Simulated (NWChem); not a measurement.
# CH7Si2, doublet; SMILES [SiH2]C[SiH3]

```xyz
10

Si     0.2300    -1.6386     0.0958
C     -0.8021    -0.0536    -0.0461
Si     0.1879     1.5561     0.0322
H     -0.6262    -2.8631     0.1251
H      1.2076    -1.7523    -1.0268
H     -1.3589    -0.0819    -0.9943
H     -1.5482    -0.0486     0.7588
H     -0.7068     2.7370    -0.1219
H      1.2032     1.5968    -1.0556
H      0.8940     1.6709     1.3372
```
Atoms are numbered in this order, from 1.

Level: B3LYP/6-31G* (spherical d), spin-unrestricted (NWChem), optimised geometry, unscaled harmonic frequencies. 

```tsv
frequency (cm⁻¹)	IR intensity (km/mol)
82	0.0
135	0.3
170	0.5
472	4.1
540	1.3
570	0.2
593	5.8
755	62.4
763	65.0
823	114.0
925	273.9
954	85.0
958	63.1
961	51.9
1036	5.6
1103	48.8
1434	8.6
2192	146.1
2222	136.2
2239	129.5
2247	138.1
2250	167.2
3031	2.3
3091	2.0
```

- zero-point energy: 42.2 kcal/mol
- thermal correction to the enthalpy at 298.15 K (with zero-point energy): 46.7 kcal/mol
- heat capacity Cv: 20.9 cal/(mol K)
- entropy at 298.15 K and 1 atm (symmetry number 1, electronic part: spin degeneracy alone): 78.0 cal/(mol K)
- dipole moment: 0.87 D

Rigid rotor and harmonic oscillator; modes under 100 cm⁻¹ make the entropy uncertain.
